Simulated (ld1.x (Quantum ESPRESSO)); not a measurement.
## Building the RRKJ potential for carbon (C) (PBE, non-relativistic).

carbon, norm-conserving RRKJ (Kleinman–Bylander form), made with ld1.x (Quantum ESPRESSO) 7.5 (PBE, non-relativistic). Core [He], reference 2s2 2p0.5 (charge +1.5). Waves: 2s (bound): rc 1.00 bohr; 2p (bound): rc 1.85 bohr; 3d channel at 0.25 Ry: rc 1.55 bohr. Local part: all-electron potential smoothed inside 1.10 bohr (lloc = -1). Core correction: Bessel-smoothed model core inside 0.50 bohr.

Poles of the logarithmic derivatives, all-electron (AE) and pseudo (PS). s: poles at -1.4 (AE) and -1.4 (PS) Ry. p: poles at -0.9 (AE) and -0.9 (PS) Ry. d: poles at 4.0 (AE) and 4.0 (PS) Ry. Test radius 1.99 bohr.

- Cutoffs needed: 50 Ry and 80 Ry (the cutoffs (Ry, on a coarse ladder) from which the occupation-weighted sum of valence levels, in a spherical-Bessel basis at the reference potential, stays within 10 and 1 mRy of its value at 400 Ry)
- Ghost test: no extra level below or beside the all-electron valence levels (s, p, d, f tested) (spherical-Bessel basis up to 400 Ry, 20 bohr box)
- Largest excitation error: +199 meV (all-electron minus pseudo) for 2s0 2p4, out of 7 test configurations
